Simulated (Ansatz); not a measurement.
Ansatz (a first-principles code) input file for CH3ISn, SMILES [CH3][Sn][I] (connectivity only; charge and spin as stated), neutral, multiplicity 1, B3LYP-D3(BJ)/def2-SVP. 

Ansatz 0.2 input:
```yaml
crystal:
  periodic: [false, false, false]
  atoms:
    - {symbol: Sn, position_ang: [0.20602203, 0.71875073, 1.03688965]}
    - {symbol: I, position_ang: [-0.27072028, -1.11866428, -0.90323211]}
    - {symbol: C, position_ang: [0.43401431, 2.49012383, -0.35514052]}
    - {symbol: H, position_ang: [0.47198065, 3.44636557, 0.17066030]}
    - {symbol: H, position_ang: [-0.38517146, 2.55141744, -1.07524004]}
    - {symbol: H, position_ang: [1.35617862, 2.41314410, -0.93775754]}
basis:
  gaussian:
    orbitals: def2-SVP
hamiltonian:
  xc: b3lyp
  dispersion: d3bj
relax: {f_tol: 0.002, max_steps: 200}
```

Output:

```
WARN ansatz: RAYON_NUM_THREADS=1 ignored (pool sized by the plan → 1); use --threads N
Functional definition: B3LYP
integrals: 0.04 GiB planned
1079 factors; integrals over basis functions are off by at most 2.7e-4 eV
mean field: 0.33 GiB planned
mean field evaluation 1: about -15016.1748 eV, gradient 5.1e1 eV
mean field evaluation 2: about -15002.4229 eV, gradient 7.8e1 eV
mean field evaluation 4: about -15023.1948 eV, gradient 2.8e0 eV
mean field evaluation 8: about -15023.2395 eV, gradient 1.7e-1 eV
mean field evaluation 16: about -15023.2395 eV, gradient 2.8e-5 eV
mean field -15023.23954651 eV, -552.0938702169 hartree, gradient 2.8e-5 eV, S^2 0.000000; 0 other end points of the search recorded, 0 dependent functions left out
the calculation of the forces begins
reference -15023.23976458 eV, -552.0938782305 hartree; 28, 28 occupied and 53, 53 virtual orbitals, 1079 factors
relax step   1: F+E_penalty+E_count = -15023.53767019 eV  Δ(F+E_penalty+E_count) = +0.000e0 eV  max|allowed force component| = 7.875e-1 eV/Å  Δτ_max = 0.0000 Å  (28 SCF iters, accepted)
these checks for a lower state are left out or cut short: starts, cluster_reference, orbital_swaps, neighbouring_geometries, increment
integrals: 0.04 GiB planned
1079 factors; integrals over basis functions are off by at most 2.8e-4 eV
mean field: 0.33 GiB planned
mean field -15023.27894429 eV, -552.0953180586 hartree, gradient 1.5e-5 eV, S^2 0.000000; 0 other end points of the search recorded, 0 dependent functions left out
the calculation of the forces begins
reference -15023.27916396 eV, -552.0953261313 hartree; 28, 28 occupied and 53, 53 virtual orbitals, 1079 factors
relax step   2: F+E_penalty+E_count = -15023.58236018 eV  Δ(F+E_penalty+E_count) = -4.469e-2 eV  max|allowed force component| = 2.791e-1 eV/Å  Δτ_max = 0.1020 Å  (29 SCF iters, accepted)
these checks for a lower state are left out or cut short: starts, cluster_reference, orbital_swaps, neighbouring_geometries, increment
integrals: 0.04 GiB planned
1079 factors; integrals over basis functions are off by at most 2.8e-4 eV
mean field: 0.33 GiB planned
mean field -15023.28690664 eV, -552.0956106695 hartree, gradient 1.4e-5 eV, S^2 0.000000; 0 other end points of the search recorded, 0 dependent functions left out
the calculation of the forces begins
reference -15023.28712629 eV, -552.0956187415 hartree; 28, 28 occupied and 53, 53 virtual orbitals, 1079 factors
relax step   3: F+E_penalty+E_count = -15023.58763822 eV  Δ(F+E_penalty+E_count) = -5.278e-3 eV  max|allowed force component| = 5.651e-2 eV/Å  Δτ_max = 0.0396 Å  (31 SCF iters, accepted)
these checks for a lower state are left out or cut short: starts, cluster_reference, orbital_swaps, neighbouring_geometries, increment
integrals: 0.04 GiB planned
1079 factors; integrals over basis functions are off by at most 2.8e-4 eV
mean field: 0.33 GiB planned
mean field evaluation 32: about -15023.2702 eV, gradient 6.8e-1 eV
mean field -15023.28776112 eV, -552.0956420708 hartree, gradient 1.4e-5 eV, S^2 0.000000; 0 other end points of the search recorded, 0 dependent functions left out
the calculation of the forces begins
reference -15023.28798062 eV, -552.0956501374 hartree; 28, 28 occupied and 53, 53 virtual orbitals, 1079 factors
relax step   4: F+E_penalty+E_count = -15023.58870952 eV  Δ(F+E_penalty+E_count) = -1.071e-3 eV  max|allowed force component| = 1.048e-2 eV/Å  Δτ_max = 0.0149 Å  (32 SCF iters, accepted)
these checks for a lower state are left out or cut short: starts, cluster_reference, orbital_swaps, neighbouring_geometries, increment
integrals: 0.04 GiB planned
1079 factors; integrals over basis functions are off by at most 2.8e-4 eV
mean field: 0.33 GiB planned
mean field -15023.28772785 eV, -552.0956408482 hartree, gradient 2.2e-5 eV, S^2 0.000000; 0 other end points of the search recorded, 0 dependent functions left out
the calculation of the forces begins
reference -15023.28794736 eV, -552.0956489151 hartree; 28, 28 occupied and 53, 53 virtual orbitals, 1079 factors
relax step   5: F+E_penalty+E_count = -15023.58877758 eV  Δ(F+E_penalty+E_count) = -6.806e-5 eV  max|allowed force component| = 8.505e-3 eV/Å  Δτ_max = 0.0043 Å  (24 SCF iters, accepted)
these checks for a lower state are left out or cut short: starts, cluster_reference, orbital_swaps, neighbouring_geometries, increment
integrals: 0.04 GiB planned
1079 factors; integrals over basis functions are off by at most 2.8e-4 eV
mean field: 0.33 GiB planned
mean field -15023.28796930 eV, -552.0956497214 hartree, gradient 1.4e-5 eV, S^2 0.000000; 0 other end points of the search recorded, 0 dependent functions left out
the calculation of the forces begins
reference -15023.28818887 eV, -552.0956577906 hartree; 28, 28 occupied and 53, 53 virtual orbitals, 1079 factors
relax step   6: F+E_penalty+E_count = -15023.58909421 eV  Δ(F+E_penalty+E_count) = -3.166e-4 eV  max|allowed force component| = 5.507e-2 eV/Å  Δτ_max = 0.0273 Å  (32 SCF iters, accepted)
these checks for a lower state are left out or cut short: starts, cluster_reference, orbital_swaps, neighbouring_geometries, increment
integrals: 0.04 GiB planned
1079 factors; integrals over basis functions are off by at most 2.9e-4 eV
mean field: 0.33 GiB planned
mean field -15023.28787113 eV, -552.0956461138 hartree, gradient 1.5e-5 eV, S^2 0.000000; 0 other end points of the search recorded, 0 dependent functions left out
the calculation of the forces begins
reference -15023.28809074 eV, -552.0956541844 hartree; 28, 28 occupied and 53, 53 virtual orbitals, 1079 factors
relax step   7: F+E_penalty+E_count = -15023.58932017 eV  Δ(F+E_penalty+E_count) = -2.260e-4 eV  max|allowed force component| = 6.896e-2 eV/Å  Δτ_max = 0.0397 Å  (31 SCF iters, accepted)
these checks for a lower state are left out or cut short: starts, cluster_reference, orbital_swaps, neighbouring_geometries, increment
integrals: 0.04 GiB planned
1079 factors; integrals over basis functions are off by at most 2.9e-4 eV
mean field: 0.33 GiB planned
mean field evaluation 64: about -15023.2882 eV, gradient 1.4e-5 eV
mean field -15023.28820221 eV, -552.0956582806 hartree, gradient 1.4e-5 eV, S^2 0.000000; 0 other end points of the search recorded, 0 dependent functions left out
the calculation of the forces begins
reference -15023.28842188 eV, -552.0956663533 hartree; 28, 28 occupied and 53, 53 virtual orbitals, 1079 factors
relax step   8: F+E_penalty+E_count = -15023.58944553 eV  Δ(F+E_penalty+E_count) = -1.254e-4 eV  max|allowed force component| = 3.497e-2 eV/Å  Δτ_max = 0.0092 Å  (25 SCF iters, accepted)
these checks for a lower state are left out or cut short: starts, cluster_reference, orbital_swaps, neighbouring_geometries, increment
integrals: 0.04 GiB planned
1079 factors; integrals over basis functions are off by at most 2.9e-4 eV
mean field: 0.33 GiB planned
mean field -15023.28776026 eV, -552.0956420395 hartree, gradient 1.4e-5 eV, S^2 0.000000; 0 other end points of the search recorded, 0 dependent functions left out
the calculation of the forces begins
reference -15023.28797989 eV, -552.0956501105 hartree; 28, 28 occupied and 53, 53 virtual orbitals, 1079 factors
relax step   9: F+E_penalty+E_count = -15023.58947497 eV  Δ(F+E_penalty+E_count) = -2.944e-5 eV  max|allowed force component| = 3.260e-2 eV/Å  Δτ_max = 0.0162 Å  (32 SCF iters, accepted)
these checks for a lower state are left out or cut short: starts, cluster_reference, orbital_swaps, neighbouring_geometries, increment
integrals: 0.04 GiB planned
1079 factors; integrals over basis functions are off by at most 2.9e-4 eV
mean field: 0.33 GiB planned
mean field -15023.28848547 eV, -552.0956686902 hartree, gradient 9.6e-6 eV, S^2 0.000000; 0 other end points of the search recorded, 0 dependent functions left out
the calculation of the forces begins
reference -15023.28870522 eV, -552.0956767660 hartree; 28, 28 occupied and 53, 53 virtual orbitals, 1079 factors
relax step  10: F+E_penalty+E_count = -15023.58945791 eV  Δ(F+E_penalty+E_count) = +1.706e-5 eV  max|allowed force component| = 2.429e-2 eV/Å  Δτ_max = 0.0160 Å  (26 SCF iters, rejected (line search))
these checks for a lower state are left out or cut short: starts, cluster_reference, orbital_swaps, neighbouring_geometries, increment
integrals: 0.04 GiB planned
1079 factors; integrals over basis functions are off by at most 2.9e-4 eV
mean field: 0.33 GiB planned
mean field -15023.28831346 eV, -552.0956623689 hartree, gradient 9.2e-6 eV, S^2 0.000000; 0 other end points of the search recorded, 0 dependent functions left out
the calculation of the forces begins
reference -15023.28853317 eV, -552.0956704431 hartree; 28, 28 occupied and 53, 53 virtual orbitals, 1079 factors
relax step  11: F+E_penalty+E_count = -15023.58954428 eV  Δ(F+E_penalty+E_count) = -6.930e-5 eV  max|allowed force component| = 2.358e-2 eV/Å  Δτ_max = 0.0080 Å  (25 SCF iters, accepted)
these checks for a lower state are left out or cut short: starts, cluster_reference, orbital_swaps, neighbouring_geometries, increment
integrals: 0.04 GiB planned
1079 factors; integrals over basis functions are off by at most 2.9e-4 eV
mean field: 0.33 GiB planned
mean field -15023.28830545 eV, -552.0956620749 hartree, gradient 2.2e-5 eV, S^2 0.000000; 0 other end points of the search recorded, 0 dependent functions left out
the calculation of the forces begins
reference -15023.28852515 eV, -552.0956701485 hartree; 28, 28 occupied and 53, 53 virtual orbitals, 1079 factors
relax step  12: F+E_penalty+E_count = -15023.58957212 eV  Δ(F+E_penalty+E_count) = -2.784e-5 eV  max|allowed force component| = 7.819e-3 eV/Å  Δτ_max = 0.0032 Å  (24 SCF iters, accepted)
these checks for a lower state are left out or cut short: starts, cluster_reference, orbital_swaps, neighbouring_geometries, increment
integrals: 0.04 GiB planned
1079 factors; integrals over basis functions are off by at most 2.9e-4 eV
mean field: 0.33 GiB planned
mean field -15023.28827920 eV, -552.0956611101 hartree, gradient 8.7e-5 eV, S^2 0.000000; 0 other end points of the search recorded, 0 dependent functions left out
the calculation of the forces begins
reference -15023.28849888 eV, -552.0956691831 hartree; 28, 28 occupied and 53, 53 virtual orbitals, 1079 factors
relax step  13: F+E_penalty+E_count = -15023.58957861 eV  Δ(F+E_penalty+E_count) = -6.493e-6 eV  max|allowed force component| = 1.553e-3 eV/Å  Δτ_max = 0.0017 Å  (21 SCF iters, accepted)
integrals: 0.04 GiB planned
1079 factors; integrals over basis functions are off by at most 2.9e-4 eV
mean field: 0.33 GiB planned
mean field evaluation 96: about -15016.3824 eV, gradient 5.0e1 eV
mean field -15023.28827920 eV, -552.0956611101 hartree, gradient 8.7e-5 eV, S^2 0.000000; 1 other end points of the search recorded, 0 dependent functions left out
the calculation of the forces begins
reference -15023.28849888 eV, -552.0956691831 hartree; 28, 28 occupied and 53, 53 virtual orbitals, 1079 factors
Total energy: -15023.58979829 eV, -552.1067417322 hartree
Atom 0 at     0.124976     0.804637     1.057779 Å, force    -0.000250    -0.000688     0.000341 eV/Å
Atom 1 at    -0.159797    -1.103691    -0.954211 Å, force     0.000179     0.000148     0.000096 eV/Å
Atom 2 at     0.424327     2.492293    -0.352401 Å, force    -0.000147    -0.000314     0.001422 eV/Å
Atom 3 at     0.566542     3.442792     0.185717 Å, force     0.000293     0.000959     0.000306 eV/Å
Atom 4 at    -0.450088     2.573883    -1.018465 Å, force    -0.001553     0.000302    -0.001032 eV/Å
Atom 5 at     1.306345     2.291224    -0.982240 Å, force     0.001477    -0.000407    -0.001133 eV/Å
Dipole moment:     0.071477     0.467096     0.378703 e Å
```

The run converged.

Cost: very roughly 60 core-seconds.
